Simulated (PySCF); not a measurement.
**How methods differ on the ionisation energy of Zn**

Zn [Ar] 3d10 4s2 (1S) → Zn⁺ [Ar] 3d10 4s1 (2S), as a difference of total energies. All numbers are calculated (PySCF 2.14, the spin-free X2C one-electron Hamiltonian (Gaussian nucleus), in x2c-TZVPPall with one added diffuse shell each of s, p, d, f type (7s6p5d3f1g, 80 functions)). Correlated levels: valence and next inner shell: [Ne] frozen. The calculations carry no spin-orbit coupling.

| method | ionisation energy (eV) |
| --- | --- |
| UHF | 7.789 |
| MP2 (valence and next inner shell) | 9.233 |
| SCS-MP2 (valence and next inner shell) | 9.226 |
| CCSD (valence and next inner shell) | 9.194 |
| CCSD(T) (valence and next inner shell) | 9.343 |

Problem. How much does correlation contribute at CCSD(T) (valence and next inner shell)?

Solution. 9.343 − (7.789) = 1.554 eV, measured against UHF.

Errors of the correlated levels include the incompleteness of this basis and the frozen core.

For comparison: 9.394 eV (measured; NIST Atomic Spectra Database, ionization energies).
